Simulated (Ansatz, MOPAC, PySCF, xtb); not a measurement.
Diatomic As2, closed-shell singlet (the spin of the measured ground state). No spin–orbit coupling. As is treated without relativity.

The constants come from a fifth-degree fit in 1/R (seven points, main isotopes). Runs in def2 and cc sets follow the lowest solution found near the PBE0 minimum. The singlet is held restricted. HF and MP2 rows in def2 and cc sets belong to the determinant that coupled cluster picked by its CCSD energy.

Programs: Ansatz (an electronic-structure program) with Gaussian orbitals; MOPAC for AM1 (differences of heats of formation); PySCF for 3-21G rows, LANL2DZ rows; xtb for the GFN methods. 

| level | r_e (Å) | ω_e (cm⁻¹) | α_e (cm⁻¹) | B_e (cm⁻¹) | D_e (eV) |
|---|---|---|---|---|---|
| AM1 | 2.000 | 375 | 0.00026 | 0.113 | - |
| GFN1-xTB | 2.087 | 507 | 0.00044 | 0.103 | - |
| GFN2-xTB | 2.094 | 502 | 0.00046 | 0.103 | - |
| HF/3-21G | 2.121 | 451 | 0.00024 | 0.100 | - |
| HF/def2-TZVPP | 2.060 | 514 | 0.00023 | 0.106 | - |
| HF/def2-QZVPP | 2.059 | 511 | 0.00023 | 0.106 | - |
| SVWN5/def2-TZVPP | 2.092 | 449 | 0.00029 | 0.103 | 5.32 |
| PBE/def2-TZVPP | 2.118 | 436 | 0.00028 | 0.100 | 4.28 |
| BP86/LANL2DZ | 2.214 | 385 | 0.00025 | 0.0918 | - |
| r2SCAN/def2-TZVPP | 2.095 | 457 | 0.00028 | 0.102 | 3.93 |
| B97M-V/def2-TZVPP | 2.090 | 463 | 0.00028 | 0.103 | 3.99 |
| B3LYP/LANL2DZ | 2.193 | 400 | 0.00024 | 0.0936 | - |
| B3LYP/def2-TZVPP | 2.104 | 450 | 0.00027 | 0.102 | 4.04 |
| PBE0/def2-TZVPP | 2.089 | 467 | 0.00026 | 0.103 | 3.76 |
| BHLYP/def2-TZVPP | 2.076 | 483 | 0.00026 | 0.104 | 3.43 |
| CAM-B3LYP/def2-TZVPP | 2.074 | 481 | 0.00026 | 0.105 | 3.78 |
| wB97X-V/def2-TZVPP | 2.064 | 498 | 0.00024 | 0.106 | 4.02 |
| wB97M-V/def2-TZVPP | 2.070 | 490 | 0.00025 | 0.105 | 3.73 |
| B2PLYP/def2-TZVPP | 2.119 | 425 | 0.00033 | 0.100 | 4.05 |
| MP2/def2-TZVPP | 2.128 | 409 | 0.00037 | 0.0994 | - |
| MP2/def2-QZVPP | 2.109 | 416 | 0.00038 | 0.101 | - |
| MP2/CBS(def2-TZVPP, def2-QZVPP) | 2.096 | 424 | 0.00038 | 0.102 | - |
| SCS-MP2/def2-TZVPP | 2.126 | 415 | 0.00035 | 0.0995 | - |
| SCS-MP2/def2-QZVPP | 2.110 | 421 | 0.00036 | 0.101 | - |
| CCSD/def2-TZVPP | 2.099 | 459 | 0.00027 | 0.102 | 3.25 |
| CCSD/def2-QZVPP | 2.083 | 466 | 0.00028 | 0.104 | 3.42 |
| CCSD(T)/def2-TZVPP | 2.118 | 435 | 0.00030 | 0.100 | 3.66 |
| CCSD(T)/def2-QZVPP | 2.103 | 441 | 0.00031 | 0.102 | 3.88 |
| CCSD(T)/CBS(def2-TZVPP, def2-QZVPP) | 2.092 | 447 | 0.00031 | 0.103 | 4.04 |

D_e counts from each atom's lowest state at the same level, without counterpoise or zero-point energy.

Correlated levels freeze the inner cores; with def2 sets outer-core shells near the valence are correlated too. CBS: X⁻³ extrapolation of the correlation energy, Hartree–Fock from the larger set. Rows in 3-21G, LANL2DZ carry no dispersion term and start afresh at each structure; the Pople sets are all-electron and without relativity. LANL2DZ brings its own core potentials from Na on. The state that AM1 reach isn't checked.

Doubts at one or more of the structures used: a restricted determinant that unrestricted orbitals would lower (HF/def2-TZVPP, HF/def2-QZVPP, MP2/def2-TZVPP, MP2/def2-QZVPP, MP2/CBS(def2-TZVPP, def2-QZVPP), SCS-MP2/def2-TZVPP, SCS-MP2/def2-QZVPP, CCSD/def2-TZVPP, CCSD/def2-QZVPP, CCSD(T)/def2-TZVPP, CCSD(T)/def2-QZVPP, CCSD(T)/CBS(def2-TZVPP, def2-QZVPP)).

Measured for the ground state: r_e 2.1026 Å, ω_e 429.55 cm-1, ω_e x_e 1.117 cm-1, B_e 0.10179 cm-1, α_e 0.000333 cm-1 [Huber and Herzberg (1979), NIST Chemistry WebBook]. D_0 3.96 ± 0.11 eV (a handbook's tabulated 298 K bond energy less 3RT/2; such tables hold older values) [Luo, bond dissociation energies, CRC Handbook].
